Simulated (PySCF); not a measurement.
FIn, SMILES [F][In] (connectivity only; charge and spin as stated), charge +1, multiplicity 2. Geometry optimised at B3LYP-D3(BJ)/def2-TZVP. The spin state was assumed, not searched. The def2 effective core potentials stand for the cores of In; spin–orbit coupling is left out.

Computed with B3LYP-D3(BJ)/def2-TZVP in PySCF 2.14.0.

Harmonic wavenumbers (cm⁻¹): 536. Rotational constants (GHz): 8.267 (linear); symmetry number 1.

**Question.** Work out the zero-point energy and the ideal-gas rigid-rotor harmonic-oscillator thermochemistry at 298.15 K and 1 atm.

**Answer.** ZPE = ½ Σ hcν = ½ × 536 cm⁻¹ = 3.21 kJ/mol. H − E(el) = 12.40 kJ/mol. Entropy in J/(mol K): translation 169.81, rotation 63.37, vibration 2.40, spin 5.76, total 241.35. G − E(el) = -59.55 kJ/mol. Cp = 34.00 J/(mol K).
